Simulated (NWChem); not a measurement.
Molecule: MgGeH4Se; SMILES [GeH3][Mg][SeH]

```xyz
7

Mg    -0.0080     0.0824     0.0002
Se    -0.0290     2.5221     0.0000
H      1.4457     2.5254     0.0001
Ge    -0.0105    -2.4985     0.0000
H     -0.6412    -3.1060    -1.2763
H      1.4118    -3.1032     0.0908
H     -0.7981    -3.1055     1.1862
```
Atoms are numbered in this order, from 1.

Program: NWChem. Medium grid unless said otherwise, to which SCAN and Minnesota functionals are sensitive. The geometry was optimised at PBE0/def2-SVP. Hybrids' shares of exact exchange are those that their runs print; pure functionals count as 0. The functionals differ in more than this share.

```
row              share of exact exchange  orbital gap (eV)
---------------  -----------------------  ----------------
PBE/def2-SVP                        0.00              3.79
M06-L/def2-SVP                      0.00              4.35
B3LYP/def2-SVP                      0.20              5.06
B3PW91/def2-SVP                     0.20              5.28
PW6B95/def2-SVP                     0.28              5.55
M06-2X/def2-SVP                     0.54          withheld
```

Task: Fit a straight line of the last column on the one before it, predict the withheld value, and compare with the run.

Result: 
1. Means of the 5 shown rows: x = 0.136, y = 4.806. Slope Σ(x − x̄)(y − ȳ)/Σ(x − x̄)² = 0.3539/0.06592 = 5.369; intercept 4.076.
2. The shown rows scatter about the line by 0.191 (root mean square); the largest residual is -0.29, at PBE/def2-SVP.
3. At x = 0.54 (M06-2X/def2-SVP; beyond the shown range) the line gives 6.98.
4. The run gives 7.05, +0.07 from the line, 0.4 times the scatter.
